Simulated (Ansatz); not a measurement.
Relaxation of BrH$_{6}$NOSi (10 atoms, charge 0, multiplicity 1), to a largest force component of 0.03 eV/Å in at most 50 steps.

Method: RKS LDA/def2-SVP (Ansatz 0.2.0).

```xyz
10
Properties=species:S:1:pos:R:3
Si -0.087 0.092 0.163
N -0.089 0.127 1.950
H -0.955 -0.070 2.463
H 0.469 0.845 2.422
H 1.348 0.168 -0.234
O -0.807 1.398 -0.576
H -1.777 1.383 -0.636
H -0.800 -1.180 -0.199
Br 1.779 -2.789 0.922
H 1.113 -1.761 1.810
```

Question: Where does it end, and by what steps?

Answer: The forces met the threshold. After 9 steps the energy has fallen by 0.322 eV; Br9 moved furthest, 0.63 Å.

| step | energy less start (eV) | largest force component (eV/Å) | accepted |
| --- | --- | --- | --- |
| 0 | 0.0000 | 1.024 | yes |
| 1 | -0.1635 | 0.406 | yes |
| 2 | -0.2558 | 0.198 | yes |
| 3 | -0.3005 | 0.363 | yes |
| 4 | -0.2852 | 0.570 | no |
| 5 | -0.3166 | 0.144 | yes |
| 6 | -0.3207 | 0.056 | yes |
| 7 | -0.3212 | 0.047 | yes |
| 8 | -0.3214 | 0.059 | yes |
| 9 | -0.3215 | 0.017 | yes |

```xyz
10
Properties=species:S:1:pos:R:3
Si -0.076 0.092 0.040
N 0.065 -0.116 1.800
H -0.791 -0.334 2.330
H 0.611 0.597 2.305
H 1.331 0.235 -0.428
O -0.865 1.479 -0.408
H -1.835 1.450 -0.480
H -0.806 -1.136 -0.413
Br 1.687 -2.686 1.531
H 0.873 -1.369 1.807
```

The run took 8.4 s on 4 threads of Arm Neoverse V2, with other jobs on the host, peak memory 0.15 GiB.
